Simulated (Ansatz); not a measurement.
Geometry optimisation, RKS PBE-D4/def2-SVP in Ansatz 0.2.0.

Input file:

```yaml
crystal:
  periodic: [false, false, false]
  atoms:
    - { symbol: Al, position_ang: [-0.486397, 0.088583, -0.422814] }
    - { symbol: O, position_ang: [0.850555, 0.896612, -1.368289] }
    - { symbol: C, position_ang: [-0.31797, -1.669256, 0.391252] }
    - { symbol: O, position_ang: [-1.955994, 0.960639, -0.350447] }
    - { symbol: H, position_ang: [1.65829, 1.798277, 0.539814] }
    - { symbol: Cl, position_ang: [1.556919, 1.840522, 1.855358] }
    - { symbol: H, position_ang: [1.614494, 0.330254, -1.577034] }
    - { symbol: H, position_ang: [0.42569, -1.635576, 1.215132] }
    - { symbol: H, position_ang: [-1.287442, -1.995639, 0.818253] }
    - { symbol: H, position_ang: [0.021151, -2.440951, -0.330678] }
    - { symbol: H, position_ang: [-2.079395, 1.826534, -0.770446] }
basis:
  gaussian: { orbitals: def2-SVP }
hamiltonian:
  xc: pbe
  dispersion: d4
relax:
  f_tol: 0.03
  max_steps: 50
```

Launched with:

```bash
$ ansatz run input.yaml --threads 2 --pin off --max-ram 3072MiB --backend cpu --events-out ev --progress --plain --runs-dir out
```

Question: Where does it end, and by what steps?

Answer: The run converged. After 18 steps the energy has fallen by 1.188 eV; Cl6 moved furthest, 1.07 Å. Parted: H5–Cl6 (1.32 → 2.41 Å). Joined: Al1–Cl6 (3.53 → 2.19 Å), O2–H5 (2.26 → 0.99 Å).

```csv
step,energy less start (eV),largest force component (eV/Å),accepted
0,0.0000,1.121,yes
1,-0.1583,0.504,yes
2,-0.2346,0.771,yes
3,-0.2974,0.619,yes
4,-0.3862,0.551,yes
5,-0.4892,1.761,yes
6,-0.7263,2.082,yes
7,-1.0082,0.792,yes
8,-1.1241,0.639,yes
9,-1.0549,1.504,no
10,-1.1668,0.113,yes
11,-1.1746,0.082,yes
12,-1.1790,0.143,yes
13,-1.1821,0.132,yes
14,-1.1843,0.113,yes
15,-1.1858,0.102,yes
16,-1.1862,0.126,yes
17,-1.1873,0.078,yes
18,-1.1877,0.023,yes
```

```xyz
11
Properties=species:S:1:pos:R:3
Al -0.394 0.403 0.197
O 1.175 0.849 -1.016
C -0.211 -1.531 0.418
O -1.812 0.992 -0.590
H 1.686 1.395 -0.370
Cl 0.505 1.722 1.702
H 1.731 0.072 -1.226
H 0.777 -1.843 0.818
H -0.976 -1.906 1.129
H -0.380 -2.069 -0.540
H -2.100 1.915 -0.523
```

Run time: 22 s on 2 threads of Intel(R) Xeon(R) 6975P-C (Granite Rapids) (shared host), peak memory 0.16 GiB.
